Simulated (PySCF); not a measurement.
Simulated absorption spectrum

Compound: C6H9F.
SMILES: `C(=C(/C=C)CF)/C`

Method used: PySCF, TDDFT wB97X-D/def2-SVPD, vertical, gas phase, core orbitals frozen in the response. One conformer (not necessarily the lowest) at the PBE0-D3(BJ)/def2-SVP geometry, without solvent, vibrations or thermal averaging. Torsions of this conformer, `[CH2:1]=[CH:2]/[C:3](=[CH:4]\[CH3:5])[CH2:6][F:7]`: C1–C2–C3–C4 -179°, C2–C3–C6–F7 180°.

Broadening: Gaussians 0.3 eV wide at half height, area fixed by f = 4.319×10⁻⁹ ∫ε dν̃. The cross-section is σ = 3.8235×10⁻²¹ ε cm², given in Mb (10⁻¹⁸ cm²). The width is an assumption, not a result. The curve ends short of the highest state used, and states not computed would add to its high-energy end.

E (eV), σ (Mb) and a bar:
```
     5.20       0.45 
     5.26       2.11 
     5.32       7.97 #
     5.39      28.37 ####
     5.45      66.27 #########
     5.51     124.01 #################
     5.57     185.88 #########################
     5.63     223.21 ##############################
     5.70     208.78 ############################
     5.76     155.04 #####################
     5.82      92.23 ############
     5.88      43.95 ######
     5.94      16.78 ##
     6.01       4.12 #
     6.07       0.97 
     6.13       0.18 
     6.19       0.03 
     6.25       0.00 
     6.32       0.00 
     6.38       0.01 
     6.44       0.06 
     6.50       0.21 
     6.56       0.60 
     6.63       1.53 
     6.69       2.71 
     6.75       3.84 #
     6.81       4.40 #
     6.87       4.16 #
     6.94       3.49 
     7.00       3.60 
     7.06       5.16 #
     7.12       8.29 #
     7.18      12.12 ##
     7.25      15.34 ##
     7.31      15.46 ##
     7.37      13.03 ##
     7.43       9.21 #
     7.49       5.58 #
     7.56       3.19 
     7.62       3.49 
     7.68       6.26 #
     7.74      11.08 #
     7.80      16.25 ##
     7.87      19.31 ###
```

Task: Where are the band maxima, and which computed states make them?

Result: 219 nm (5.65 eV), ε about 59000, made up of S1 (100%); 182 nm (6.82 eV), ε about 1200, made up of S2 (98%); 170 nm (7.28 eV), ε about 4100, made up of S4 (47%), S5 (20%) and S6 (32%) (ε in L mol⁻¹ cm⁻¹; maxima over ε = 5, shares over 10%). At its high-energy end, 7.87 eV, the curve is still rising (ε about 5000, from S7). The states used: S1 5.65 eV (f 0.657); S2 6.81 eV (f 0.013); S3 7.09 eV (f 0.0014); S4 7.24 eV (f 0.022); S5 7.26 eV (f 0.0093); S6 7.36 eV (f 0.018); S7 7.88 eV (f 0.055); S8 7.88 eV (f 0.0007); S9 8.21 eV (f 0.0014); S10 8.47 eV (f 0.0001).

Task: What would ε be at 5.65 eV, the highest of these maxima, with half the width (0.15 eV)?

Result: About 118000 L mol⁻¹ cm⁻¹ against 59100, a factor of about 2.00; a lone state at its own centre would give exactly 2.

Task: Does any computed singlet lie in the visible range?

Result: No computed singlet lies in the visible range (380 to 750 nm); the lowest, at 219 nm, stands 2.39 eV above its violet end (3.26 eV); a Tamm–Dancoff triplet lies at 384 nm, without intensity as long as spin–orbit coupling is left out.

Task: On this curve, what absorbance would a 10⁻⁵ mol/L sample give at 222 nm over a 1 cm path?

Result: 222 nm is 5.585 eV, where ε is about 52000 L mol⁻¹ cm⁻¹, so A = ε c l ≈ 0.52 (Beer–Lambert, with the gas-phase spectrum and the assumed width).

All these states lie below the vertical ionisation energy of 8.55 eV (ΔSCF).

Hardware: Arm Neoverse N1, one thread, shared host. Cost: 2.3 min of wall time, 0.92 GiB resident at most.
